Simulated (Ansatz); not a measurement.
BPH3Cl3⁺, that is B(PH3)Cl3 with one electron fewer. Charge 1, multiplicity 2. Geometry B3LYP-D4/def2-SVP; atoms count from 1.

Cartesian coordinates in Å:
```
B -0.1757 0.3631 -0.8992
P 0.1814 -0.3753 0.9292
H -0.8039 -0.0213 1.8756
H 1.4048 0.0643 1.4787
H 0.2414 -1.7850 0.9593
Cl -0.2358 2.1899 -0.8086
Cl -1.7784 -0.2795 -1.5049
Cl 1.1662 -0.1562 -2.0300
```

(1) Estimate the Mulliken populations from the PBE0/def2-TZVP orbitals of Ansatz.

(2) Where does the spin sit?

(3) And the Mayer bond orders between bonded heavy atoms (over 0.3)?

Results:

(1) 
```
atom  charge (e)  spin (α − β)
  B1       -0.06         -0.07
  P2        0.10          0.00
  H3        0.19          0.00
  H4        0.19          0.00
  H5        0.19          0.00
 Cl6        0.14          0.36
 Cl7        0.14          0.36
 Cl8        0.14          0.36
```
Mulliken values and Mayer orders depend strongly on the basis.

(2) Summed by element: B -0.07, P 0.00, H 0.00, Cl 1.07, of 1 unpaired in all. Largest on single atoms: Cl8 0.36, Cl6 0.36, Cl7 0.36.

(3) B1–P2 0.90 (2.00 Å); B1–Cl6 1.12 (1.83 Å); B1–Cl7 1.12 (1.83 Å); B1–Cl8 1.12 (1.83 Å).
